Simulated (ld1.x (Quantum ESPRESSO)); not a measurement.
molybdenum (Mo), RRKJ: configuration errors across variants

ld1.x (Quantum ESPRESSO) 7.5 input, shortened:

```
&input
   title='Mo', zed=42., rel=2, dft='PZ', iswitch=3,
   config='[Kr] 4d6 5s0 5p0', rel_dist='average'
 /
 &inputp
   pseudotype=2, tm=.false., lloc=2,
   nlcc=.false.
 /
3
4S  1  0   2.00   0.00  1.75  1.75  0.0
4P  2  1   6.00   0.00  1.60  1.60  0.0
4D  3  2   6.00   0.00  2.05  2.05  0.0
 &test
   configts(1)='4s2 4p6 4d6 5s0 5p0'
 /
```

Open shells are filled in proportion to 2j + 1 (rel_dist='average').

All-electron excitation energies from the reference (eV): (1) 4s2 4p6 4d5 5s1 5p0 -0.821; (2) 4s2 4p6 4d5 5s0 5p0 6.366; (3) 4s2 4p6 4d4 5s0 5p0 22.068; (4) 4s2 4p6 4d5.5 5s0.5 5p0 -0.511; (5) 4s2 4p5 4d5 5s1 5p0 43.318; (6) 4s2 4p6 4d4 5s2 5p0 -0.682; (7) 4s2 4p6 4d4 5s1 5p1 2.935.

4 further variants failed, have other tests or another functional or relativity, and are left out.

A true bound ghost makes a file unfit for plane-wave use even where its test errors are small: the radial tests pick states by their node count and pass the ghost by.

Errors AE − PS in meV (a dash: test not solved or not reliable):

| change | (1) | (2) | (3) | (4) | (5) | (6) | (7) | bound ghosts |
| --- | --- | --- | --- | --- | --- | --- | --- | --- |
| base | +261 | -0.7 | -3.9 | +119 | +493 | +645 | +347 | none |
| wave 4s (bound): rc 1.75 bohr becomes 4s (bound): rc 1.84 bohr | +436 | -0.7 | -3.9 | +200 | +815 | +1063 | +581 | none |
| wave 4d (bound): rc 2.05 bohr becomes 4d (bound): rc 2.94 bohr | +757 | -15 | -39 | +342 | +1369 | +1903 | – | p1/2 |
| all radii scaled by about 1.27 (s 2.22, p 2.04, d 2.60 bohr) | +1614 | -7.2 | -27 | +756 | +2815 | +3733 | +2114 | s |
| wave 4p (bound): rc 1.60 bohr becomes 4p (bound): rc 2.14 bohr | +261 | -0.7 | -3.8 | +119 | +483 | +643 | +363 | none |
| wave 4d (bound): rc 2.05 bohr becomes 4d (bound): rc 3.08 bohr | +981 | -20 | -57 | +445 | +1673 | +2428 | +1170 | none |
| wave 4s (bound): rc 1.75 bohr becomes 4s (bound): rc 2.28 bohr | +1360 | -0.6 | -3.3 | +636 | +2401 | +3163 | +1789 | none |
| local potential the s channel | +999 | +7.9 | +54 | +464 | +1766 | +2355 | +1519 | none |

Q: Give the same row for: wave 4p (bound): rc 1.60 bohr becomes 4p (bound): rc 1.06 bohr.

A: +262, -0.6, -3.8, +119, +497, +648, +341; bound ghosts: none.
